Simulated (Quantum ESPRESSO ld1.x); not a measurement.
All-electron atom: Ho7+ in [Kr] 4d10 4f9 5s1.75 5p3 5f0.25 (fractional occupations, a model configuration).

All-electron calculation, scalar-relativistic Kohn-Sham, LDA (Slater exchange, Perdew-Wang correlation), spin-polarised, spherical densities, point nucleus; open shells are filled with parallel spins first. Program: ld1.x of Quantum ESPRESSO 7.5.

Energy parts (eV):
part                     energy
total                 -342702.6
kinetic                370616.2
electron-nucleus      -833479.2
Hartree                127196.6
exchange-correlation    -7036.2

Orbitals (lengths in bohr, moments of r in powers of bohr):
[
 {"orbital": "1s up", "occ.": "1", "eigenvalue (eV)": "-55563.4", "<r^4>": "9.271e-07", "<r>": "0.02075"},
 {"orbital": "1s down", "occ.": "1", "eigenvalue (eV)": "-55563.1", "<r^4>": "9.271e-07", "<r>": "0.02075"},
 {"orbital": "2s up", "occ.": "1", "eigenvalue (eV)": "-9388.64", "<r^4>": "0.0001449", "<r>": "0.08815"},
 {"orbital": "2s down", "occ.": "1", "eigenvalue (eV)": "-9388.32", "<r^4>": "0.0001449", "<r>": "0.08814"},
 {"orbital": "2p up", "occ.": "3", "eigenvalue (eV)": "-8333.60", "<r^4>": "0.0001096", "<r>": "0.07809"},
 {"orbital": "2p down", "occ.": "3", "eigenvalue (eV)": "-8333.24", "<r^4>": "0.0001096", "<r>": "0.07809"},
 {"orbital": "3s up", "occ.": "1", "eigenvalue (eV)": "-2185.02", "<r^4>": "0.005522", "<r>": "0.2302"},
 {"orbital": "3s down", "occ.": "1", "eigenvalue (eV)": "-2182.32", "<r^4>": "0.005507", "<r>": "0.2300"},
 {"orbital": "3p up", "occ.": "3", "eigenvalue (eV)": "-1862.64", "<r^4>": "0.005815", "<r>": "0.2291"},
 {"orbital": "3p down", "occ.": "3", "eigenvalue (eV)": "-1859.93", "<r^4>": "0.005796", "<r>": "0.2289"},
 {"orbital": "3d up", "occ.": "5", "eigenvalue (eV)": "-1452.55", "<r^4>": "0.004579", "<r>": "0.2080"},
 {"orbital": "3d down", "occ.": "5", "eigenvalue (eV)": "-1450.39", "<r^4>": "0.004557", "<r>": "0.2078"},
 {"orbital": "4s up", "occ.": "1", "eigenvalue (eV)": "-522.351", "<r^4>": "0.1331", "<r>": "0.5179"},
 {"orbital": "4s down", "occ.": "1", "eigenvalue (eV)": "-516.947", "<r^4>": "0.1330", "<r>": "0.5179"},
 {"orbital": "4p up", "occ.": "3", "eigenvalue (eV)": "-415.863", "<r^4>": "0.1745", "<r>": "0.5483"},
 {"orbital": "4p down", "occ.": "3", "eigenvalue (eV)": "-410.493", "<r^4>": "0.1741", "<r>": "0.5482"},
 {"orbital": "4d up", "occ.": "5", "eigenvalue (eV)": "-271.898", "<r^4>": "0.2638", "<r>": "0.5910"},
 {"orbital": "4d down", "occ.": "5", "eigenvalue (eV)": "-266.491", "<r^4>": "0.2626", "<r>": "0.5906"},
 {"orbital": "5s up", "occ.": "1", "eigenvalue (eV)": "-151.063", "<r^4>": "3.324", "<r>": "1.173"},
 {"orbital": "5s down", "occ.": "0.75", "eigenvalue (eV)": "-145.080", "<r^4>": "3.422", "<r>": "1.179"},
 {"orbital": "5p up", "occ.": "3", "eigenvalue (eV)": "-121.745", "<r^4>": "5.183", "<r>": "1.306"},
 {"orbital": "5p down", "occ.": "0", "eigenvalue (eV)": "-116.070", "<r^4>": "5.468", "<r>": "1.320"},
 {"orbital": "4f up", "occ.": "7", "eigenvalue (eV)": "-113.259", "<r^4>": "0.8221", "<r>": "0.7120"},
 {"orbital": "4f down", "occ.": "2", "eigenvalue (eV)": "-107.562", "<r^4>": "0.8353", "<r>": "0.7119"},
 {"orbital": "5f up", "occ.": "0.25", "eigenvalue (eV)": "-48.3785", "<r^4>": "51.21", "<r>": "2.273"},
 {"orbital": "5f down", "occ.": "0", "eigenvalue (eV)": "-45.8652", "<r^4>": "62.02", "<r>": "2.393"}
]

The highest occupied level is 5f up at -48.378 eV. The configuration is held as typed, so some empty levels lie below it. The density falls to 0.001 e/bohr^3 at r = 2.91 bohr. Summed over all electrons, <r^2> = 23.27 bohr^2, which gives a Langevin (diamagnetic) susceptibility term of -18.4 x 10^-6 cm^3/mol. Spin moment in Bohr magnetons: 8.5.
